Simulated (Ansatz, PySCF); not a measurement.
BFGeH4O, SMILES O[B](F)[GeH3]. Atoms are numbered in the order given.

```xyz
8

B      0.0413    -0.8546     0.5583
F     -0.8755    -1.8076     0.3615
Ge     0.0024     0.8790    -0.5767
H      0.1323     0.5463    -2.0761
H     -1.3376     1.6174    -0.3894
H      1.1421     1.8378    -0.1920
O      0.9809    -1.0434     1.5001
H      0.8840    -1.8921     1.9545
```

The structure is a stationary point at PBE0-D3(BJ)/def2-SVP. This is a generated structure with no PubChem entry under its InChIKey; it may be hypothetical. The values are those of a single conformer.

Two levels are set side by side: PBE-D3(BJ)/def2-SVP (Ansatz, a program for electronic structure) and PBE0-D3(BJ)/def2-SVP (Ansatz). Each level has its own optimised geometry; the coordinates shown are those of the second. Frequencies come from the Hessian of PySCF at each geometry. Differences are taken from unrounded values.

```
quantity                            PBE0-D3(BJ)
----------------------------------  -----------
mean bond length (Å)                      1.477
bond B1–F2 (Å)                            1.337
bond B1–Ge3 (Å)                           2.072
bond B1–O7 (Å)                            1.344
bond Ge3–H4 (Å)                           1.541
bond Ge3–H5 (Å)                           1.541
bond Ge3–H6 (Å)                           1.538
bond O7–H8 (Å)                            0.968
highest harmonic wavenumber (cm⁻¹)         3840
mean harmonic wavenumber (cm⁻¹)            1100
zero-point energy (kcal/mol)              28.31
```

What does PBE-D3(BJ) give, and how far is it from PBE0-D3(BJ)? (Estimate from the structure and the level; the computed values follow.)


```tsv
quantity	PBE-D3(BJ)	PBE-D3(BJ) minus PBE0-D3(BJ)
mean bond length (Å)	1.488	0.011
bond B1–F2 (Å)	1.348	0.011
bond B1–Ge3 (Å)	2.080	0.007
bond B1–O7 (Å)	1.355	0.011
bond Ge3–H4 (Å)	1.553	0.012
bond Ge3–H5 (Å)	1.553	0.012
bond Ge3–H6 (Å)	1.550	0.012
bond O7–H8 (Å)	0.980	0.012
highest harmonic wavenumber (cm⁻¹)	3662	-178
mean harmonic wavenumber (cm⁻¹)	1059	-41
zero-point energy (kcal/mol)	27.26	-1.05
```

Exact exchange shortens and stiffens bonds; PBE has none. Differences between two approximate levels are no errors against the true value.
